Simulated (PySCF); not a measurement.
## The third ionisation energy along the 3d series

Calculated with PySCF 2.14 from differences of total energies of unrestricted determinants, without spin-orbit coupling. Values in eV. The last column holds reference values (NIST; (s) semi-empirical, (t) theoretical, else measured). Unmarked ones compare directly (S terms, centres of terms, or small fine structure); those marked * lie between the lowest fine-structure levels and include a spin-orbit shift.

```tsv
element	configurations	UHF	MP2 (valence)	SCS-MP2 (valence)	reference
Ti (cc-pVDZ, non-relativistic)	[Ar] 3d2 → [Ar] 3d1	27.129	27.202	27.153	27.492 *
Ni (cc-pVDZ, non-relativistic)	[Ar] 3d8 → [Ar] 3d7	33.155	35.259	35.132	35.187 ± 0.019 *
Cu (cc-pVDZ-PP with ECP10MDF, ECP)	[Ar] 3d9 → [Ar] 3d8	34.059	36.354	36.138	36.841 ± 0.012 *
Zn (cc-pVDZ-PP with ECP10MDF, ECP)	[Ar] 3d10 → [Ar] 3d9	37.050	39.630	39.313	39.723 *
```

"Valence" correlates the outer s and p shells and, in groups 3 to 12 and the f block, the outer d or f shell, open or full, or the next shell where the ion has no valence electron left; the wider scheme adds the next inner shell.
